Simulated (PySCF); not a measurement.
Cartesian coordinates (Å):
SMILES: [SiH3]B[SiH3]
```xyz
10

Si     1.7454     0.2094    -0.0897
B     -0.0109    -0.6970    -0.4217
Si    -1.7387     0.0468     0.2693
H      2.7656    -0.0010    -1.1528
H      1.6170     1.6697     0.1686
H      2.2490    -0.4280     1.1668
H     -0.0283    -1.7146    -1.0521
H     -1.5703     0.9259     1.4585
H     -2.2402     0.8987    -0.8538
H     -2.7789    -0.9738     0.5719
```
Charge 0, multiplicity 1.

Question: Give the HOMO, total energy, HOMO–LUMO gap, dipole moment and LUMO at the level PBE0-D3(BJ)/def2-TZVP run with PySCF.

Answer: 
- HOMO = -7.99 eV
- total energy = -16537.02 eV
- HOMO–LUMO gap = 5.15 eV
- dipole moment = 0.38 D
- LUMO = -2.84 eV
